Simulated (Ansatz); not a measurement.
CH₃Li, singlet, at a GFN2-xTB geometry (such geometries of metal compounds can be far from the true shape); CASSCF(4,5)/6-31G (Ansatz, a quantum-chemistry and plane-wave program).

The Ansatz input:
Ansatz 0.2 input:
```yaml
crystal:
  periodic: [false, false, false]
  atoms:
    - {symbol: Li, position_ang: [-1.06243418, -0.64595814, -0.91827686]}
    - {symbol: C, position_ang: [0.25443934, 0.15469868, 0.21991551]}
    - {symbol: H, position_ang: [0.80697072, -0.57176530, 0.82420609]}
    - {symbol: H, position_ang: [-0.16560688, 0.86616007, 0.93796273]}
    - {symbol: H, position_ang: [1.01930267, 0.71528759, -0.32683131]}
basis:
  gaussian:
    orbitals: 6-31G
hamiltonian:
  xc: hf
magnetization: {spin_polarized: false}
correlation: {active_space: {window: {electrons: 4, orbitals: 5}}}
```

Task: Write the output that Ansatz gives for this input, abridged.

Result: 
```
Functional definition: HF
349 factors; integrals over basis functions are off by at most 2.1e-4 eV
mean field evaluation 1: about -1277.0500 eV, gradient 2.7e1 eV
mean field evaluation 2: about -1277.0620 eV, gradient 2.7e1 eV
mean field evaluation 4: about -1278.9846 eV, gradient 1.1e0 eV
mean field evaluation 8: about -1278.9921 eV, gradient 1.0e-3 eV
mean field -1278.99206490 eV, -47.0020914530 hartree, gradient 2.6e-6 eV, S^2 0.000000; 0 other end points of the search recorded, 0 dependent functions left out
reference -1278.99206490 eV, -47.0020914530 hartree; 6, 6 occupied and 18, 18 virtual orbitals, 349 factors
state -1280.10081848 eV, -47.0428373956 hartree
2 active orbitals were swapped for others, from the solution at -1280.05376532 eV, -47.0411082238 hartree to that at -1280.10081848 eV, -47.0428373956 hartree; typed "places" are swapped only where nearly empty or full, and so, without "given_window_search", are "orbital_numbers", "shells" and a window whose orbitals a file names under [Active]
Total energy: -1280.10081848 eV, -47.0428373956 hartree
```
